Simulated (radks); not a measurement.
Q: The mean radii <r> (bohr) of the occupied orbitals of an atom or ion are listed with their occupations. Method: Dirac Kohn-Sham, PBE, spin-unpolarised, spherical densities, finite nucleus; Fermi nuclear charge, rms radius of each element as measured or else 0.836 A^(1/3) + 0.57 fm; computed with a radial shooting solver on a logarithmic mesh with Libxc functionals.

orbital  occ.      <r>
1s1/2       2  0.02001
2s1/2       2  0.08431
2p1/2       2  0.07008
2p3/2       4  0.07747
3s1/2       2   0.2204
3p1/2       2   0.2102
3p3/2       4   0.2240
3d3/2       4   0.1972
3d5/2       6   0.2015
4s1/2       2   0.4900
4p1/2       2   0.4960
4p3/2       4   0.5244
4d3/2       4   0.5388
4d5/2       6   0.5479
4f5/2       6   0.5757
4f7/2       1   0.5799

Name the element and its charge. Open shells, if any, fill j = l - 1/2 first.

A: Z = 69, thulium, charge +16: Tm16+ in [Kr] 4d10 4f7. The 1s radius gives Z: for a bare nucleus <r> = (2 gamma + 1)/(2Z) with gamma = sqrt(1 - (Z/c)^2), 0.01977 bohr for Z = 69, and screening makes it slightly larger (0.02001 here). The occupations add up to 53, and the charge is Z minus that.
